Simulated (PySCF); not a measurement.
## Magnesium: a sound run and one with changed settings

Sound run: Mg²⁺ [Ne], Mg³⁺ [He] 2s2 2p5. All numbers are calculated (PySCF 2.14, the non-relativistic Hamiltonian (point nucleus), in pcseg-2 (5s3p1d, 19 functions)). The sound run starts from symmetry-adapted Hartree-Fock orbitals and uses a fine grid where one is needed.

Changed run: radial step 1.2 in ln r (0.13 in the sound run). This setting is unsound on purpose.

```json
{"species": "Mg²⁺", "method": "UHF", "sound run (hartree)": "-198.82044", "changed run (hartree)": "-198.82044", "converged": "yes"}
{"species": "Mg²⁺", "method": "PBE0", "sound run (hartree)": "-199.12938", "changed run (hartree)": "-198.55170", "converged": "yes"}
{"species": "Mg²⁺", "method": "LDA", "sound run (hartree)": "-198.28677", "changed run (hartree)": "-197.52315", "converged": "yes"}
{"species": "Mg³⁺", "method": "UHF", "sound run (hartree)": "-195.87429", "changed run (hartree)": "-195.87429", "converged": "yes"}
{"species": "Mg³⁺", "method": "PBE0", "sound run (hartree)": "-196.12486", "changed run (hartree)": "-195.58738", "converged": "yes"}
{"species": "Mg³⁺", "method": "LDA", "sound run (hartree)": "-195.26271", "changed run (hartree)": "-194.55867", "converged": "yes"}
```

Ionisation energy of Mg²⁺:

```
method  sound run (eV)  changed run (eV)
   UHF          80.169            80.169
  PBE0          81.757            80.663
   LDA          82.289            80.668
```

A coarse radial grid mis-integrates the density and the exchange-correlation energy, with errors of either sign; Hartree-Fock needs no grid.

For comparison, NIST gives 80.144 eV between the lowest levels.
